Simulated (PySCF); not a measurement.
# Nuclear quadrupole coupling in `C=C[C@H]1CN([SiH3])N=C1C`

C₆H₁₂N₂Si.
SMILES with atom numbers: `[CH2:1]=[CH:2][C@H:3]1[CH2:4][N:5]([SiH3:6])[N:7]=[C:8]1[CH3:9]` (hydrogens: H10, H11 on C1; H12 on C2; H13 on C3; H14, H15 on C4; H16, H17, H18 on Si6; H19, H20, H21 on C9)

Cartesian coordinates in Å at the GFN2-xTB level; atoms count from 1:
```xyz
21
C6H12N2Si angstrom
C      3.0790   -0.1090    0.6098
C      1.7791   -0.2298    0.8064
C      0.7545   -0.2043   -0.2821
C     -0.3148   -1.3009   -0.1454
N     -1.5620   -0.5654    0.0778
Si    -3.1396   -1.2424    0.2438
N     -1.3528    0.7686    0.0228
C     -0.1273    1.0409   -0.1704
C      0.4167    2.4164   -0.2660
H      3.4962   -0.0035   -0.3784
H      3.7814   -0.1124    1.4256
H      1.3802   -0.3298    1.8080
H      1.2512   -0.2284   -1.2566
H     -0.3989   -1.9121   -1.0483
H     -0.1229   -1.9648    0.7022
H     -3.9812   -0.1363    0.6689
H     -3.0332   -2.3208    1.2342
H     -3.5928   -1.8300   -1.0259
H      0.8948    2.5676   -1.2341
H     -0.3857    3.1377   -0.1444
H      1.1693    2.5758    0.5064
```

Field gradients from the PBE0/pcSseg-1 density (PySCF, non-relativistic), principal values in atomic units, ordered |Vxx| ≤ |Vyy| ≤ |Vzz|:

| atom | Vxx | Vyy | Vzz |
| --- | --- | --- | --- |
| N5 | 0.2446 | 0.9545 | -1.1991 |
| N7 | 0.5366 | 0.6686 | -1.2051 |

Find the asymmetry η = (Vxx − Vyy)/Vzz and the couplings χ = eQV/h (234.96 MHz × Q in barn × V in au), with Q(14N) = 0.02044 b.

| atom | environment | nucleus | η | χzz (MHz) | χxx (MHz) | χyy (MHz) |
| --- | --- | --- | --- | --- | --- | --- |
| N5 | silicon-bound nitrogen | 14N | 0.59 | -5.76 | 1.17 | 4.58 |
| N7 | C=N nitrogen | 14N | 0.11 | -5.79 | 2.58 | 3.21 |

The tensor is traceless: Vxx + Vyy + Vzz = 0.

What is Vzz at N5 in SI units (1 au = 9.71736 × 10²¹ V/m²)?

-1.1991 au = -11.652 × 10²¹ V/m².

What couplings would deuterons (Q(2H) = 0.00286 b) have in place of the hydrogens, at this geometry?

| atom | bonded to | bond length (Å) | Vzz (au) | η | χzz (kHz) |
| --- | --- | --- | --- | --- | --- |
| H10 | C1 | 1.078 | 0.3356 | 0.05 | 226 |
| H11 | C1 | 1.076 | 0.3383 | 0.05 | 227 |
| H12 | C2 | 1.083 | 0.3215 | 0.06 | 216 |
| H13 | C3 | 1.094 | 0.2980 | 0.02 | 200 |
| H14 | C4 | 1.094 | 0.2966 | 0.04 | 199 |
| H15 | C4 | 1.094 | 0.2953 | 0.03 | 198 |
| H16 | Si6 | 1.453 | 0.1689 | 0.01 | 113 |
| H17 | Si6 | 1.468 | 0.1575 | 0.04 | 106 |
| H18 | Si6 | 1.471 | 0.1553 | 0.03 | 104 |
| H19 | C9 | 1.090 | 0.3103 | 0.03 | 209 |
| H20 | C9 | 1.086 | 0.3162 | 0.01 | 212 |
| H21 | C9 | 1.090 | 0.3082 | 0.03 | 207 |

The structure is a single GFN2-xTB conformer in the gas phase; no vibrational or solvent corrections. GFN2-xTB bond lengths can be off by several hundredths of an ångström, more for odd bonds, and the gradients follow them. These gradients aren't converged with respect to the basis.
